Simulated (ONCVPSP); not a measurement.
**boron, ONCV: configuration errors across variants**

B (Z = 5), optimised norm-conserving Vanderbilt (ONCV), made with ONCVPSP 4.0.1 (LDA (Perdew-Wang 92), scalar-relativistic). Core [He], reference 2s1.75 2p1.25. Waves: 2s: rc 1.20 bohr, ncon 3, nbas 7, qcut 6.6 1/bohr, 2 projectors, debl 0.8 Ha; 2p: rc 2.75 bohr, ncon 4, nbas 8, qcut 5.8 1/bohr, 2 projectors, debl 3.7 Ha; d scattering state at 0.08 Ha: rc 2.50 bohr, ncon 4, nbas 7, qcut 3.9 1/bohr, 2 projectors, debl 2.9 Ha. Local part: polynomial inside 0.85 bohr (lpopt 2, dvloc0 3 Ha). Core correction: none.

All-electron excitation energies from the reference (eV): (1) 2s2 2p1 -1.418; (2) 2s2 2p0 6.903; (3) 2s1 2p0 32.201; (4) 2s1 2p1 12.858.

3 further variants failed, have other tests or another functional or relativity, and are left out.

A true bound ghost makes a file unfit for plane-wave use even where its test errors are small: the radial tests pick states by their node count and pass the ghost by.

Errors AE − PS in meV (a dash: test not solved or not reliable):

```tsv
change	(1)	(2)	(3)	(4)	bound ghosts	GHOST(+) flags above zero
base	-0.1	+58	+233	-2.9	none	none
d: rc 2.46	-0.1	+58	+233	-2.9	none	none
core correction Teter function, fcfact 3.25, rcfact 1.4	-0.2	+54	+184	-5.9	none	none
s: qcut 7.4	-0.1	+58	+233	-2.9	none	none
d: nproj 3	-0.1	+58	+233	-2.9	none	none
d: ncon 3, nbas 6	-0.1	+58	+233	-2.9	d	none
```

(1) Give the same row for: local potential polynomial inside 0.85 bohr (lpopt 2, dvloc0 9.5 Ha).

Results:

(1) -0.1, +58, +233, -3.0; bound ghosts: none; GHOST(+) flags above zero: none.
